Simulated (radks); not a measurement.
Ionisation of the barium ion Ba48+, [He] 2s2 2p4, to [He] 2s2 2p3 as the strength of local exchange is varied. Calculated with a radial shooting solver on a logarithmic mesh with Libxc functionals: Dirac Kohn-Sham, Slater X-alpha exchange (alpha = 2/3 is LDA exchange), no correlation, spin-unpolarised, spherical densities, point nucleus; open shells are shared between the two j in proportion to 2j + 1.

| alpha | E(Ba48+) (hartree) | exchange (hartree) | IE (eV) | -e of the level emptied (eV) | <r> of it (bohr) |
|---|---|---|---|---|---|
| 0.615 | -5377.2989 | -67.2096 | 8951.9 | 8688.3 (2p3/2) | 0.09418 |
| 0.713 | -5388.0158 | -78.0218 | 8984.5 | 8720.8 (2p3/2) | 0.09402 |
| 0.754 | -5392.5035 | -82.5536 | 8998.2 | 8734.4 (2p3/2) | 0.09395 |
| 0.803 | -5397.8702 | -87.9761 | 9014.5 | 8750.7 (2p3/2) | 0.09387 |
| 0.959 | -5414.9792 | -105.2865 | 9066.6 | 8802.6 (2p3/2) | 0.09361 |
| 0.97 | -5416.1870 | -106.5098 | 9070.3 | 8806.3 (2p3/2) | 0.09359 |
| ? | -5382.9836 | -72.9432 | 8969.2 | 8705.5 (2p3/2) | 0.09410 |

Which alpha was used in the last row?

Answer. alpha = 0.667. NIST Atomic Spectra Database: 8831 eV (theoretical). The central value is not met in this range of alpha. Spin polarisation and multiplet splitting are left out, so open shells lie too high by an amount that depends on their filling. Sharing an open shell by 2j + 1 raises it above the true ground level by a part of the spin-orbit splitting, which enters the differences from NIST.

Beside tabulated values, note that spin-unpolarised runs miss the spin-polarisation part of the exchange energy of open shells.
